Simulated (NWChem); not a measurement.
# InBrClF; SMILES [F][In]([Cl])[Br]

This build's default masses of Se (78.918 u) and Br (79.917 u) are each other's, which moves their modes by up to 0.6 %. def2 effective core potentials on In; no spin-orbit coupling.

Give the equilibrium geometry at PBE0/def2-SVP with def2 effective core potentials on In (NWChem) as a Z-matrix, with the point group.

point group Cs; any orientation.
```
In
F 1 1.9432
Cl 1 2.3180 2 116.82
Br 1 2.4447 2 119.08 3 180.00
```
